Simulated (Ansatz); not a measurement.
Consider the redistribution: `[OH][W]([OH])([OH])([OH])([F])[Cl]` + `C[O][Ge]([CH3])([Cl])[Se]C` → `C[O][W]([OH])([OH])([OH])([OH])[Cl]` + `C[Se][Ge]([CH3])([F])[Cl]`.

Program: Ansatz. Geometries: PBE0-D4/def2-TZVP. ΔE: electronic, gas phase. CCSD(T)/CBS is the MP2 limit (def2-TZVPP, def2-QZVPP) plus CCSD(T) − MP2 in def2-TZVPP, frozen cores. DFT in def2-TZVPP. B3LYP here is the variant with VWN-RPA as its local correlation; programs differ in this. HSE06 is defined as in plane-wave codes. Elements past krypton have def2 core potentials. For Ge, Se, W outer-core shells are correlated without core-valence functions, which leaves a few kJ/mol of doubt a bond. Scalar relativity is left out up to krypton. One conformer a species, not always the lowest.

```json
{"level": "PBE-D4", "ΔE (kcal/mol)": "-0.7", "difference from CCSD(T)/CBS": "0.7"}
{"level": "BLYP-D4", "ΔE (kcal/mol)": "-1.1", "difference from CCSD(T)/CBS": "0.3"}
{"level": "B3LYP-D4", "ΔE (kcal/mol)": "-0.9", "difference from CCSD(T)/CBS": "0.5"}
{"level": "HSE06-D4", "ΔE (kcal/mol)": "-0.5", "difference from CCSD(T)/CBS": "0.9"}
{"level": "revPBE", "ΔE (kcal/mol)": "-0.3", "difference from CCSD(T)/CBS": "1.1"}
{"level": "B3LYP", "ΔE (kcal/mol)": "-0.7", "difference from CCSD(T)/CBS": "0.7"}
{"level": "r2SCANh", "ΔE (kcal/mol)": "-0.4", "difference from CCSD(T)/CBS": "1.0"}
{"level": "HSE06", "ΔE (kcal/mol)": "-0.4", "difference from CCSD(T)/CBS": "1.0"}
{"level": "BHLYP", "ΔE (kcal/mol)": "-0.5", "difference from CCSD(T)/CBS": "0.9"}
{"level": "CCSD(T)/def2-SVP", "ΔE (kcal/mol)": "-2.0", "difference from CCSD(T)/CBS": "-0.6"}
{"level": "HF/def2-TZVPP", "ΔE (kcal/mol)": "0.2", "difference from CCSD(T)/CBS": "1.6"}
{"level": "MP2/def2-TZVPP", "ΔE (kcal/mol)": "-2.9", "difference from CCSD(T)/CBS": "-1.5"}
{"level": "CCSD(T)/def2-TZVPP", "ΔE (kcal/mol)": "-2.0", "difference from CCSD(T)/CBS": "-0.6"}
{"level": "HF/def2-QZVPP", "ΔE (kcal/mol)": "0.1", "difference from CCSD(T)/CBS": "1.5"}
{"level": "SCS-MP2/def2-QZVPP", "ΔE (kcal/mol)": "-2.1", "difference from CCSD(T)/CBS": "-0.7"}
{"level": "HF/CBS(def2)", "ΔE (kcal/mol)": "0.0", "difference from CCSD(T)/CBS": "1.4"}
{"level": "CCSD(T)/CBS", "ΔE (kcal/mol)": "-1.4", "difference from CCSD(T)/CBS": "0"}
```

Largest T1 diagnostic among the species: 0.022, so the coupled-cluster value is less sure than usual.

Leaving LDA and LC-ωPBE aside and taking each functional with its dispersion term where it has one, the values, not all of them listed here, spread over 1.8 kcal/mol, from B2PLYP to ωB97X-V. In def2-TZVPP, CCSD(T) changes the Hartree–Fock value by −2.2 kcal/mol (the triples alone add −0.6 kcal/mol) and MP2 by −3.2 kcal/mol.
